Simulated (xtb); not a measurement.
Input file for xtb: GFN2-xTB on H4Si2 (SMILES [SiH][SiH3]), a point of a bond scan (R = 1.191 Å).

```
$ xtb mol.xyz --gfn 2 --sp --chrg 0 --uhf 0
6

Si    -0.00338560     1.03723858     0.82594973
H     -0.44386711     1.86151131    -0.37737098
Si     0.02918721    -0.89103927    -0.59790228
H      0.78939855    -0.70665086    -1.49653369
H     -1.32621922    -1.10029411    -1.17841082
H      0.42941234    -2.14745382     0.08430899
```

**Question.** Give the final energy of this run.

**Answer.** -5.3620 hartree.
